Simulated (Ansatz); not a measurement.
`O[SiH2][AlH][Cl]` + H₂ → `[SiH3][AlH][Cl]` + H₂O  (hydrogenolysis of the Si–O bond)

Program: Ansatz. Geometries: PBE0-D4/def2-TZVP. ΔE: electronic, gas phase. CBS: MP2 limit from def2 TZ/QZ plus the TZ coupled-cluster correction, frozen cores. This one scheme is used for every species. DFT in def2-TZVPP. B3LYP here is the variant with VWN-RPA as its local correlation; programs differ in this. HSE06 is defined as in plane-wave codes. One conformer a species, not always the lowest.

| level | ΔE (kcal/mol) | difference from CCSD(T)/CBS |
| --- | --- | --- |
| PBE-D4 | 11.7 | -0.4 |
| revPBE-D4 | 12.3 | 0.2 |
| BLYP-D4 | 13.8 | 1.7 |
| PBE0-D4 | 11.1 | -1.0 |
| B3LYP-D4 | 13.1 | 1.0 |
| r2SCANh-D4 | 13.1 | 1.0 |
| HSE06-D4 | 11.1 | -1.0 |
| BHLYP-D4 | 13.0 | 0.9 |
| CAM-B3LYP-D4 | 13.1 | 1.0 |
| ωB97X-V | 12.5 | 0.4 |
| ωB97M-V | 12.9 | 0.8 |
| B2PLYP | 12.6 | 0.5 |
| PBE-QIDH | 11.6 | -0.5 |
| PBE | 10.9 | -1.2 |
| revPBE | 10.1 | -2.0 |
| BLYP | 12.0 | -0.1 |
| r2SCAN | 13.3 | 1.2 |
| PBE0 | 10.4 | -1.7 |
| B3LYP | 11.7 | -0.4 |
| r2SCANh | 12.9 | 0.8 |
| r2SCAN0 | 12.4 | 0.3 |
| HSE06 | 10.4 | -1.7 |
| BHLYP | 11.8 | -0.3 |
| CAM-B3LYP | 12.3 | 0.2 |
| LC-ωPBE | 11.0 | -1.1 |
| RPA@PBE/def2-TZVPP | 11.3 | -0.8 |
| HF/def2-SVP | 6.7 | -5.4 |
| MP2/def2-SVP | 9.6 | -2.5 |
| CCSD/def2-SVP | 7.3 | -4.8 |
| CCSD(T)/def2-SVP | 7.8 | -4.3 |
| HF/def2-TZVPP | 10.7 | -1.4 |
| MP2/def2-TZVPP | 13.3 | 1.2 |
| SCS-MP2/def2-TZVPP | 12.9 | 0.8 |
| CCSD/def2-TZVPP | 11.0 | -1.1 |
| HF/def2-QZVPP | 10.8 | -1.3 |
| MP2/def2-QZVPP | 13.6 | 1.5 |
| SCS-MP2/def2-QZVPP | 13.2 | 1.1 |
| HF/CBS(def2) | 10.9 | -1.2 |
| MP2/CBS(def2) | 13.8 | 1.7 |
| CCSD/CBS(def2) | 11.5 | -0.6 |
| CCSD(T)/CBS | 12.1 | 0 |

What do rigid-rotor, harmonic-oscillator terms from PBE0-D4/def2-TZVP frequencies (298.15 K, 1 bar) make of the CCSD(T)/CBS value? (Estimate.)

The calculation gave: ΔZPE = +2.8 kcal/mol, ΔH = +14.4 kcal/mol, ΔS = 30 J/(mol·K), ΔG = +12.3 kcal/mol. Modes under 50 cm⁻¹ make the entropy rough.

Largest T1 diagnostic among the species: 0.011.

At CCSD(T), def2-SVP lies −4.3 kcal/mol from the extrapolated value and def2-TZVPP −0.5 kcal/mol. Leaving LDA and LC-ωPBE aside and taking each functional with its dispersion term where it has one, the values spread over 2.7 kcal/mol, from HSE06-D4 to BLYP-D4. LDA lies +1.1 kcal/mol from PBE without D4. From r2SCAN to r2SCAN0 (25 % exact exchange), in def2-TZVPP and without D4, ΔE moves by −0.9 kcal/mol.
